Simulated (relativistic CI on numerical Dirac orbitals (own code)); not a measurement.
## The spin-orbit constant of Sm2+ from its measured fine structure

Problem. The ground term ⁷F of Sm2+ (4f⁶) has the measured levels J = 0: 0.0, J = 1: 293.4, J = 2: 813.5, J = 3: 1492.7, J = 4: 2277.9, J = 5: 3131.5, J = 6: 4027.0 cm⁻¹ (Martin, Zalubas and Hagan, Atomic Energy Levels: The Rare-Earth Elements, NSRDS-NBS 60 (1978)). Test the interval rule and estimate ζ(4f).

Working.
1. In LS coupling E(J) − E(J − 1) = AJ. The intervals give A = 293.4 (J = 1), 260.0 (J = 2), 226.4 (J = 3), 196.3 (J = 4), 170.7 (J = 5), 149.2 (J = 6) cm⁻¹.
2. These values spread by 75 % of their mean, from second-order spin-orbit mixing with other terms and from spin-spin terms.
3. The whole width divided by the sum of the upper J values gives a mean A = 191.8 cm⁻¹.
4. For the Hund term of a shell that is less than half full, A = +ζ/2S with 2S = 6, so ζ = 1151 cm⁻¹.

Check. The value calculated from Dirac-Coulomb-Breit radial functions of this configuration is ζ = 1062 cm⁻¹, 8 % below the estimate from measurement. The same recipe applied to the calculated levels returns 1094 cm⁻¹, which shows the bias of the recipe itself. Where the interval rule fails, the estimate is only rough.
